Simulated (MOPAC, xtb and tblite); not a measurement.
Torsional profile of SMILES N#C[SiH2][SiH2][SiH3]. Scanned: dihedral C2–Si3–Si4–Si5; all other coordinates were relaxed at GFN2-xTB. GFN2-xTB can order the conformers of Si and Ge chains otherwise than DFT does. Points at φ and −φ are mirror images. Heavy atoms are numbered in the order of the SMILES N#C[SiH2][SiH2][SiH3], hydrogens after them in the order of the atoms that carry them; the mirror image has the same energies with the sign of each dihedral reversed.

- PM7, restricted, heats of formation // GFN2-xTB (MOPAC)
- GFN2-xTB (xtb and tblite)
- PM3, restricted, heats of formation // GFN2-xTB (MOPAC)

Energies in kcal/mol, each method relative to its own lowest point.

```
φ / °   PM7  GFN2-xTB   PM3
-----  ----  --------  ----
-150   0.44      0.66  0.18
-120   0.93      0.56  0.39
-90    0.55      0.31  0.37
-60    0.10      0.06  0.50
-30    0.63      0.00  1.09
0      1.03      0.06  1.37
30     0.63      0.00  1.09
60     0.10      0.06  0.50
90     0.55      0.31  0.37
120    0.93      0.56  0.39
150    0.44      0.66  0.18
180    0.00      0.67  0.00
```
